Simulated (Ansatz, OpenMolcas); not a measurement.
**How methods differ on SnH3O2 (SMILES [OH][SnH][OH])**

The species is SnH3O2 (6 atoms), meant as a doublet with charge 0. SMILES: `[OH][SnH][OH]`. Geometry: relaxed at PBE0-D4/def2-TZVP. This is one conformer, not always the lowest.

```xyz
6

O    -1.2483   -0.6847   -0.2334
Sn    0.4170    0.3025   -0.6396
O     1.4139   -0.0383    1.0167
H    -1.8520   -0.7834   -0.9736
H     0.1286    2.0261   -0.6243
H     1.1827   -0.8860    1.4081
```

Quantity: the electronic atomisation energy, in eV. The values are calculated. Electronic energies at fixed atoms, without zero-point motion or spin-orbit coupling.

```
                               level                    kind     program  value (eV)  less CCSD(T)/def2-SVPD  CPU time (all runs)
      UHF/def2-SVPD (core potential)            Hartree–Fock  OpenMolcas       11.53                   -6.03                 16 s
     UPBE/def2-SVPD (core potential)                     GGA  OpenMolcas       18.79                   +1.23                 63 s
 U-r2SCAN/def2-SVPD (core potential)                meta-GGA      Ansatz       18.48                   +0.92                 33 s
   UM06-L/def2-SVPD (core potential)                meta-GGA  OpenMolcas       18.43                   +0.87                 84 s
U-wB97M-V/def2-SVPD (core potential)  range-separated hybrid      Ansatz       18.60                   +1.04              2.2 min
  UB2PLYP/def2-SVPD (core potential)           double hybrid      Ansatz       18.09                   +0.53                 23 s
 UCCSD(T)/def2-SVPD (core potential)   coupled cluster or CI      Ansatz       17.56                    0.00              3.2 min
    UCCSD/def2-SVPD (core potential)   coupled cluster or CI      Ansatz       17.25                   -0.31              2.1 min
```

UCCSD(T)/def2-SVPD (core potential) is the highest level here, not the true value. The values span 11.53 to 18.79 eV. In the correlated wave-function rows the outer d shell of Sn is correlated, in sets not made for it. CPU times are rough (shared hosts, several kinds of processor): they show what a rung costs within a factor of a few.
